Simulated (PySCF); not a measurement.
This PySCF input asks for the NMR shieldings of SMILES B[Si@H](O)O[SiH3], BH7O2Si2; the geometry comes from GFN2-xTB.

```python
import basis_set_exchange as bse
import numpy as np
from pyscf import gto, dft
from pyscf.prop import nmr

atoms = """
B     2.218776   -0.419389    0.452982
Si    0.726389    0.682645   -0.159447
O     0.631007    1.943726    0.880016
O    -0.705005   -0.125849   -0.162078
Si   -1.946973   -0.916356    0.489869
H     2.077284   -1.311990    1.194557
H     3.306007   -0.216677    0.075694
H     0.680336    1.209212   -1.535560
H    -0.111534    2.543829    0.859026
H    -2.542058   -1.656869   -0.619569
H    -1.463957   -1.809828    1.544526
H    -2.869075    0.076858    1.047065
"""
names = dict.fromkeys(["B", "Si", "O", "H"], "pcSseg-1")
basis = {el: gto.basis.parse(bse.get_basis(n, elements=[el], fmt="nwchem")) for el, n in names.items()}
mol = gto.M(atom=atoms, basis=basis, charge=0, verbose=0)
mf = dft.RKS(mol, xc="PBE0")
mf.grids.level = 2
mf.grids.alignment = dft.numint.BLKSIZE   # the property module wants whole blocks of grid points
mf.conv_tol = 1e-9
mf.kernel()

calc = nmr.RKS(mf)   # GIAO
C = mf.mo_coeff
Co = C[:, mf.mo_occ > 0]
resp = mf.gen_response(singlet=True, hermi=2)
def vind(x):   # induced exchange potential for any number of trial vectors
    d = np.einsum("pi,xij,qj->xpq", C, 2 * x.reshape(-1, C.shape[1], Co.shape[1]), Co, optimize=True)
    return np.einsum("xpq,pi,qj->xij", resp(d - d.transpose(0, 2, 1)), C, Co, optimize=True).ravel()
mo1, _ = nmr.rhf.solve_mo1(calc, with_cphf=vind)
sigma = calc.kernel(mo1)
for i, s in enumerate(sigma):   # ppm
    print("%2d %-2s %9.2f" % (i, mol.atom_pure_symbol(i), np.trace(s) / 3))
```

Task: What are the results?

Result: 
```
 0 B      -9.94
 1 Si    379.39
 2 O     286.42
 3 O     285.28
 4 Si    397.87
 5 H      21.58
 6 H      21.94
 7 H      26.19
 8 H      29.48
 9 H      26.56
10 H      26.28
11 H      26.44
```

These numbers come from an equivalent density-fitted implementation of the same equations, which agrees with the script to about 0.01 ppm for H and up to a few tenths of a ppm for heavy atoms, so last digits may differ.

Size and cost of the density-fitted run: 134 basis functions, 32 s wall time on 1 thread of an Arm Neoverse N1, shared host; peak memory 0.64 GiB.
